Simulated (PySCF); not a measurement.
# Dipole response of Ru⁺ (ruthenium, charge +1)

[Kr] 4d7, high-spin 4F determinant. Calculation: PySCF 2.14, in def2-QZVPPD with the def2 core potential (28 electrons); scalar relativity through the core potential. Coupled (time-dependent) response in atomic units; α is the mean over directions.

| method | mean α (bohr³) | C₆ (like pair) | S(−4) |
| --- | --- | --- | --- |
| UHF | 13.29 | 83.07 | 70.74 |
| PBE | 16.57 | 106.5 | 132.3 |
| PBE0 | 15.36 | 97.91 | 105.7 |
| B3LYP | 15.71 | 99.98 | 115.6 |

S(−4) is the Cauchy moment in α(ω) = α(0) + S(−4) ω² + …

Spin-orbit coupling is absent.

α(iu) at UHF:

| u (hartree) | α(iu) (bohr³) |
| --- | --- |
| 0 | 13.29 |
| 0.0500 | 13.11 |
| 0.100 | 12.64 |
| 0.200 | 11.24 |
| 0.300 | 9.778 |
| 0.500 | 7.491 |
| 0.750 | 5.616 |
| 1.00 | 4.374 |
| 1.50 | 2.855 |
| 2.00 | 1.992 |
| 3.00 | 1.108 |
| 5.00 | 0.4739 |

A single London oscillator, α(iu) = α/(1 + u²/ω²), gives C₆ = (3/4) ω α². Matching the computed C₆ needs ω = 4 × 83.07 / (3 × 13.29²) = 0.627 hartree.

For an ion, C₆ is the dispersion term alone; charge-induced terms of lower order in 1/R come first.

Energies and moments cover only the electrons outside the core potential.
